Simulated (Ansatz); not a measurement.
Total energies of `C[S][Zn][CH](C)C`.

```json
{"atom": "C1", "x (Å)": "3.048", "y (Å)": "1.607", "z (Å)": "0.678"}
{"atom": "S2", "x (Å)": "1.773", "y (Å)": "1.561", "z (Å)": "1.982"}
{"atom": "Zn3", "x (Å)": "0.189", "y (Å)": "0.403", "z (Å)": "1.035"}
{"atom": "C4", "x (Å)": "-1.254", "y (Å)": "-0.643", "z (Å)": "0.212"}
{"atom": "C5", "x (Å)": "-2.169", "y (Å)": "0.214", "z (Å)": "-0.657"}
{"atom": "C6", "x (Å)": "-0.720", "y (Å)": "-1.841", "z (Å)": "-0.567"}
{"atom": "H7", "x (Å)": "2.693", "y (Å)": "2.117", "z (Å)": "-0.217"}
{"atom": "H8", "x (Å)": "3.888", "y (Å)": "2.172", "z (Å)": "1.083"}
{"atom": "H9", "x (Å)": "3.399", "y (Å)": "0.609", "z (Å)": "0.419"}
{"atom": "H10", "x (Å)": "-1.842", "y (Å)": "-1.022", "z (Å)": "1.057"}
{"atom": "H11", "x (Å)": "-1.636", "y (Å)": "0.643", "z (Å)": "-1.511"}
{"atom": "H12", "x (Å)": "-2.617", "y (Å)": "1.043", "z (Å)": "-0.103"}
{"atom": "H13", "x (Å)": "-2.992", "y (Å)": "-0.387", "z (Å)": "-1.067"}
{"atom": "H14", "x (Å)": "-0.114", "y (Å)": "-2.508", "z (Å)": "0.052"}
{"atom": "H15", "x (Å)": "-1.545", "y (Å)": "-2.437", "z (Å)": "-0.979"}
{"atom": "H16", "x (Å)": "-0.103", "y (Å)": "-1.532", "z (Å)": "-1.417"}
```

The species carries charge 0 and has multiplicity 1. For Zn the d shell is correlated and the shells below it are frozen. Scalar relativity is left out up to krypton. All single points use the PBE0-D4/def2-TZVP geometry. It is one conformer, not always the lowest. Basis def2-TZVPP, Ansatz.

RPA on PBE orbitals: Hartree–Fock energy of these orbitals -2332.61968 Eh, correlation -2.14137 Eh (frozen core).

```csv
functional,energy without D4 (Eh),D4 term (kJ/mol)
PBE,-2335.45933,-32.1
revPBE,-2335.88398,-99.8
r2SCAN,-2335.98388,-8.4
PBE0,-2335.54001,-27.3
B3LYP,-2336.20464,-51.5
r2SCANh,-2335.96076,-9.0
r2SCAN0,-2335.92838,-9.8
CAM-B3LYP,-2336.15036,-27.7
ωB97X-V,-2335.85211,–
PBE-QIDH,-2335.18735,–
```

(1) Give the same for LDA (SPW92), BLYP, B97M-V, HSE06 (plane-wave form), BHLYP, LC-ωPBE, ωB97M-V, B2PLYP. (An estimate is asked.)

B3LYP takes the VWN-RPA correlation (the form of Gaussian; ORCA's B3LYP/G). HSE06 is the plane-wave form, built on full-range PBE exchange. The double hybrids freeze the cores in their second-order part.

Answers

(1) Computed: 
| functional | energy without D4 (Eh) | D4 term (kJ/mol) |
| --- | --- | --- |
| LDA (SPW92) | -2330.34846 | – |
| BLYP | -2336.10895 | -70.3 |
| B97M-V | -2335.67228 | – |
| HSE06 (plane-wave form) | -2335.52077 | -25.5 |
| BHLYP | -2335.97332 | -39.2 |
| LC-ωPBE | -2335.68636 | – |
| ωB97M-V | -2335.90733 | – |
| B2PLYP | -2335.56166 | – |

LC-ωPBE has ω = 0.4 bohr⁻¹.
